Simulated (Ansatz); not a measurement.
Ideal-gas functions of CH5ClNSi (`C[Si](N)Cl`) radical at 800 K and 1 bar, from an Ansatz frequency run at PBE0-D4/def2-TZVP.

Molar mass 94.6 g/mol, point group C1 (symmetry number 1), electronic degeneracy 2, moments of inertia 82.341, 152.588, 215.464 u Å². Harmonic wavenumbers (cm⁻¹, unscaled): 126, 149, 179, 270, 279, 417, 501, 682, 740, 770, 852, 872, 1258, 1437, 1444, 1574, 3046, 3133, 3151, 3589, 3687.

Use S(trans) = R[1.5 ln M + 2.5 ln T − 1.1517]; rotational temperatures θ = 24.2544 K / I; S(rot) = R[ln(√π/σ · √(T³/θAθBθC)) + 1.5]; for each mode x = 1.438777 ν̃/T, S = R[x/(eˣ − 1) − ln(1 − e⁻ˣ)] and H = RT x/(eˣ − 1); 1 cm⁻¹ = 0.0119627 kJ/mol; R = 8.31446 J/(mol·K).

Q: By hand: the entropy, in J/(mol·K).

A: Translation 186.1. Rotation: θ = 0.2946, 0.159, 0.1126 K, giving 122.4. Vibration, mode by mode: 20.68, 19.29, 17.77, 14.40, 14.13, 10.90, 9.46, 7.12, 6.53, 6.24, 5.53, 5.38, 3.10, 2.41, 2.38, 1.98, 0.23, 0.20, 0.19, 0.10, 0.08, in all 148.1. Electronic 5.8. Sum 462.4 J/(mol·K).

Q: By hand: H − E and G − E in kJ/mol, counted from the electronic energy.

A: Zero-point energy ½ × 28156 × 0.0119627 = 168.4; thermal vibration 57.7; translation, rotation and pV give 4 RT = 26.6. H − E = 252.7 kJ/mol, and G − E = 252.7 − 800 × 462.4/1000 = -117.2 kJ/mol.

Vibration gives 32 % of the entropy, 40.0 J/(mol·K) of it from the modes under 150 cm⁻¹: soft modes count most, and the harmonic formula is weakest for them. The sum counts one conformer and one mirror image; others add a mixing term.
